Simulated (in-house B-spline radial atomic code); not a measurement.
Orbital energies and mean radii along the 62-electron series, configuration 1s2 2s2 2p6 3s2 3p6 3d10 4s2 4p6 4d10 4f5/2(6) 4f7/2(6) 5s2 5p1/2(2). The effective charge is n√(-2ε), a non-relativistic measure. Computed with an all-electron radial atomic-structure program (B-spline basis): Dirac-Hartree-Fock, jj configuration that fills j = l - 1/2 first, finite nuclei.

```tsv
ion	Z	energy of 4p3/2 (Eh)	mean radius of 4p3/2 (bohr)	energy of 5p1/2 (Eh)	mean radius of 5p1/2 (bohr)	energy of 5s1/2 (Eh)	mean radius of 5s1/2 (bohr)	effective charge of 4p3/2
Yb8+	70	-18.232	0.52658	-5.6213	1.2066	-6.6131	1.1233	24.154
Lu9+	71	-19.812	0.51534	-6.5023	1.1565	-7.5569	1.0824	25.179
Hf10+	72	-21.476	0.50442	-7.4364	1.1105	-8.5547	1.0442	26.215
```
